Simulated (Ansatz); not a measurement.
```yaml
crystal:
  periodic: [false, false, false]
  atoms:
    - {symbol: C, position_ang: [-2.237520, -1.148690, -2.617124]}
    - {symbol: Si, position_ang: [0.586663, -1.648453, 0.321910]}
    - {symbol: F, position_ang: [3.422765, -3.203066, -1.149024]}
    - {symbol: In, position_ang: [2.119755, 3.184709, 2.900425]}
    - {symbol: H, position_ang: [-2.776271, -3.261323, -3.631543]}
    - {symbol: H, position_ang: [-4.251142, -0.233938, -1.669067]}
    - {symbol: H, position_ang: [-1.476891, 0.343621, -4.339379]}
    - {symbol: H, position_ang: [-0.569589, -3.787165, 2.532794]}
    - {symbol: H, position_ang: [-0.538738, 5.367783, 4.549551]}
    - {symbol: H, position_ang: [5.720990, 4.386522, 3.101435]}
basis:
  gaussian: {orbitals: def2-mTZVP}
hamiltonian: {xc: {name: SPW92}}
accuracy: high
output: {forces: true}
```

```sh
$ ansatz run in.yaml --threads 4 --pin off --events-out ev --progress --plain --max-ram 10444MiB
```

Output, abridged:

```
Functional definition: SPW92
2228 factors; integrals over basis functions are off by at most 8.0e-8 eV
mean field evaluation 1: about -16783.4397 eV, gradient 7.7e1 eV
mean field evaluation 2: about -16189.8397 eV, gradient 2.1e2 eV
mean field evaluation 4: about -16722.2663 eV, gradient 1.3e2 eV
mean field evaluation 8: about -16804.5155 eV, gradient 5.5e0 eV
mean field evaluation 16: about -16804.9082 eV, gradient 6.8e-2 eV
mean field evaluation 96: about -16804.7270 eV, gradient 1.5e0 eV
mean field -16804.90827546 eV, -617.5689883472 hartree, gradient 6.9e-8 eV, S^2 0.000000; 7 other end points of the search recorded, 0 dependent functions left out
reference -16804.90828348 eV, -617.5689886421 hartree; 28, 28 occupied and 86, 86 virtual orbitals, 2228 factors
Total energy: -16804.90828348 eV, -617.5689886421 hartree
Atom 0 at    -2.237520    -1.148690    -2.617124 Å, force    -1.098451     0.160193    -1.129495 eV/Å
Atom 1 at     0.586663    -1.648453     0.321910 Å, force     0.123375    -1.221606     0.052597 eV/Å
Atom 2 at     3.422765    -3.203066    -1.149024 Å, force    -0.871713     0.502415     0.482255 eV/Å
Atom 3 at     2.119755     3.184709     2.900425 Å, force     0.163180     0.477950     0.252196 eV/Å
Atom 4 at    -2.776271    -3.261323    -3.631543 Å, force     0.420415     1.763500     0.816878 eV/Å
Atom 5 at    -4.251142    -0.233938    -1.669067 Å, force     1.629611    -0.741506    -0.791965 eV/Å
Atom 6 at    -1.476891     0.343621    -4.339379 Å, force    -0.656518    -1.233997     1.410708 eV/Å
Atom 7 at    -0.569589    -3.787165     2.532794 Å, force     0.438680     0.789803    -0.824084 eV/Å
Atom 8 at    -0.538738     5.367783     4.549551 Å, force     0.339512    -0.314341    -0.230813 eV/Å
Atom 9 at     5.720990     4.386522     3.101435 Å, force    -0.488091    -0.182411    -0.038277 eV/Å
Dipole moment:    -0.314764     1.694652     1.316567 e Å
```

Task: What is wrong with this run?

Result: The geometry is stretched to more than twice its size. The calculation finished and met its thresholds. The result belongs to that input, not to the molecule as meant.
